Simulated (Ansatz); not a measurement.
Molecule: CH6FSi2 (charge -1, singlet). It need not be the lowest isomer of its formula. Whether it binds its extra electron was not tested at this geometry. 
Coordinates optimised at B3LYP-D3(BJ)/def2-TZVP (Ansatz, a first-principles code):
```xyz
10

F      1.6339    -1.0640    -0.5401
Si     1.2506     0.5869    -0.3813
C     -0.2455     0.3482     0.9166
Si    -1.8309    -0.1245     0.0969
H      2.2782     0.9150     0.7404
H     -0.3868     1.3071     1.4311
H      0.0351    -0.3960     1.6705
H     -1.7081    -1.3287    -0.7715
H     -2.9592    -0.4519     1.0375
H     -2.3669     0.9688    -0.7648
```
Charge -1, spin multiplicity 1.

Parts of the frozen-core correlation energy in aug-cc-pV(T+d)Z (Ansatz, hartree). Frozen orbitals: 12; correlated occupied orbitals by spin: 13 and 13; virtual: 315 and 315. No spin-orbit coupling. No relativistic terms.

```csv
term,value
reference (HF),-718.79469
MP2 opposite-spin,-0.55698
MP2 same-spin,___
CCSD correlation,___
(T),___
T1 diagnostic,0.013
largest doubles amplitude,0.019
```

Question: Complete the blanks.

Answer: 
- MP2 same-spin, value: -0.15470
- CCSD correlation, value: -0.75697
- (T), value: -0.02897
